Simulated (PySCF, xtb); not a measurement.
C₃H₆OSi, SMILES C1[C@@H]([SiH3])OC=1.

GFN2-xTB (xtb) at its own geometry gives an orbital gap of 4.73 eV and a dipole moment of 1.27 D.

Geometry: PBE-D3(BJ)/def2-SVP. The structure was generated by enumeration; whether it is a known compound was not checked.

Q: What does HF/def2-TZVP in PySCF give? (The exact figures need the calculation; the answer reports its results.)

A: gap 12.72 eV (levels -9.32 and 3.39 eV), dipole 1.49 D.
